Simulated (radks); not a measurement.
Question: Ar6+, configuration [He] 2s2 2p4 3s2 4s2 (not the ground configuration). Calculated with a radial shooting solver on a logarithmic mesh with Libxc functionals: non-relativistic Kohn-Sham, exchange-only r2SCAN, spin-unpolarised, spherical densities, point nucleus; meta-GGA in the generalised Kohn-Sham scheme. Some entries of the table are withheld. Estimate them.

orbital  occ.  eigenvalue (hartree)  <1/r> (bohr^-1)
1s          2             -123.4991            17.57
2s          2             -17.99524            3.722
2p          4             -15.76252            3.639
3s          2                   (1)            1.324
3p          0              -4.53922            1.263
3d          0              -3.61196            1.150
4s          2                   (2)              (3)
4f          0              -1.41888           0.5048
5s          0              -1.04684           0.3907

Answer: 
(1) 3s eigenvalue (hartree): -5.19466
(2) 4s eigenvalue (hartree): -2.25530
(3) 4s <1/r> (bohr^-1): 0.6147
